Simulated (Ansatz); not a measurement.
Geometry optimisation, Ansatz, RHF/def2-SVP.

input.yaml

```yaml
crystal:
  periodic: [false, false, false]
  atoms:
    - { symbol: In, position_ang: [0.02906, 0.594359, -0.408401] }
    - { symbol: Cl, position_ang: [-0.348597, 0.174056, 3.185123] }
    - { symbol: O, position_ang: [1.660847, -0.447034, -0.859288] }
    - { symbol: H, position_ang: [1.615985, -1.293428, -1.275143] }
    - { symbol: O, position_ang: [-1.676364, -0.22204, -1.015379] }
    - { symbol: H, position_ang: [-1.713644, -1.092764, -1.38182] }
    - { symbol: Si, position_ang: [0.166345, 2.845653, 0.768582] }
    - { symbol: H, position_ang: [1.186157, 2.783182, 1.850557] }
    - { symbol: H, position_ang: [0.549543, 3.943879, -0.153282] }
    - { symbol: H, position_ang: [-1.13276, 3.180788, 1.405627] }
    - { symbol: H, position_ang: [0.100028, 1.406349, 3.018424] }
basis:
  gaussian: { orbitals: def2-SVP }
hamiltonian:
  xc: hf
relax:
  f_tol: 0.03
  max_steps: 50
```

Command:

```bash
$ ansatz run input.yaml --threads 2 --pin off --max-ram 3072MiB --backend cpu --events-out ev --progress --plain --runs-dir out
```

Problem. Where does it end, and by what steps?

Solution. The forces met the threshold. After 23 steps the energy has fallen by 0.470 eV; H11 moved furthest, 2.41 Å.

```csv
step,energy less start (eV),largest force component (eV/Å),accepted
0,0.0000,1.525,yes
1,-0.0887,1.113,yes
2,-0.0909,1.604,yes
3,-0.1487,0.763,yes
4,-0.1711,0.172,yes
5,-0.1777,0.115,yes
6,-0.1917,0.118,yes
7,-0.1973,0.325,yes
8,-0.1991,0.623,yes
9,-0.2088,0.230,yes
10,-0.2164,0.335,yes
11,-0.2376,0.061,yes
12,-0.2389,0.828,yes
13,-0.2553,0.747,yes
14,-0.2889,0.235,yes
15,-0.3154,0.603,yes
16,-0.3490,0.762,yes
17,-0.3853,0.731,yes
18,-0.4359,0.508,yes
19,-0.4190,0.965,no
20,-0.4617,0.156,yes
21,-0.4670,0.211,yes
22,-0.4673,0.325,yes
23,-0.4704,0.022,yes
```

```xyz
11
Properties=species:S:1:pos:R:3
In -0.135 0.828 -0.040
Cl -0.172 -0.352 2.942
O 1.315 -0.530 0.410
H 1.556 -1.232 -0.174
O -1.576 -0.026 -1.100
H -1.664 -0.964 -1.154
Si 0.070 3.355 0.475
H 1.086 3.568 1.529
H 0.475 4.085 -0.749
H -1.242 3.862 0.935
H 0.726 -0.720 2.063
```

Whether the end is a true minimum wasn't checked by a vibrational analysis.

The run took 47 s on 2 threads of Intel(R) Xeon(R) 6975P-C (Granite Rapids), on a shared host, peak memory 0.31 GiB.
